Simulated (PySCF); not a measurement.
H4Cl3F3Si4, SMILES Cl[Si](Cl)(Cl)[SiH2][SiH2][Si](F)(F)F, GFN2-xTB optimised geometry.

```
14

F      0.85    -3.57    -0.02
Si     0.38    -2.08     0.31
F     -1.20    -2.21     0.17
F      0.57    -2.02     1.89
Si     1.28    -0.30    -0.80
Si     0.43     1.72     0.00
Si    -1.91     1.72     0.00
Cl    -2.66     0.72     1.59
Cl    -2.75     3.57     0.00
Cl    -2.57     0.77    -1.68
H      1.03    -0.49    -2.23
H      2.75    -0.40    -0.67
H      0.92     2.85    -0.80
H      0.90     2.00     1.37
```

Density from CAM-B3LYP/def2-TZVP in PySCF at that geometry.

Minimum of the electron density along straight lines between bonded atoms, close to the bond critical point (lines longer than 1.1 times the sum of covalent radii, or with two minima, are not listed):

```csv
bond,length / Å,ρ at the minimum / e bohr⁻³,∇²ρ there / e bohr⁻⁵,position (fraction from the first atom)
F1–Si2,1.590,0.144,1.00,0.58
Si2–F3,1.591,0.143,1.00,0.42
Si2–F4,1.593,0.143,1.01,0.42
Si2–Si5,2.284,0.101,-0.10,0.64
Si5–Si6,2.340,0.094,-0.16,0.52
Si6–Si7,2.335,0.098,-0.16,0.37
Si7–Cl8,2.028,0.107,0.23,0.37
Si7–Cl9,2.026,0.107,0.23,0.37
Si7–Cl10,2.039,0.105,0.23,0.36
Si5–H11,1.473,0.123,0.16,0.49
Si5–H12,1.474,0.123,0.16,0.49
Si6–H13,1.471,0.123,0.17,0.49
Si6–H14,1.472,0.123,0.16,0.49
```
